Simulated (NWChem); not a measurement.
# MoH₂F₄; SMILES [F][MoH2]([F])([F])[F]

```xyz
7

Mo     0.0000     0.0000     0.1487
F     -1.7893     0.1278    -0.2612
F      0.0131     1.7938    -0.2612
F      1.7893    -0.1278    -0.2612
F     -0.0131    -1.7938    -0.2612
H     -0.5996    -0.5542     1.5772
H      0.5996     0.5542     1.5772
```
Atoms are numbered in this order, from 1.

Level: PBE0/def2-SVP with def2 effective core potentials on Mo (NWChem), optimised geometry, unscaled harmonic frequencies. def2 effective core potentials on Mo; no spin-orbit coupling.

Q: List the harmonic frequencies with IR intensities, and the thermochemistry.

A: 
```tsv
frequency (cm⁻¹)	IR intensity (km/mol)
115	0.0
185	20.8
247	8.5
282	13.7
341	0.9
373	0.0
625	2.1
710	219.7
726	35.4
731	205.5
761	0.0
831	38.3
1084	19.3
2081	24.1
2123	18.2
```

```yaml
zero_point_energy: 16.0 kcal/mol
thermal correction to the enthalpy at 298.15 K (with zero-point energy): 20.6 kcal/mol
heat capacity Cv: 21.3 cal/(mol K)
entropy at 298.15 K and 1 atm (symmetry number 2): 79.5 cal/(mol K)
```

Rigid rotor and harmonic oscillator.
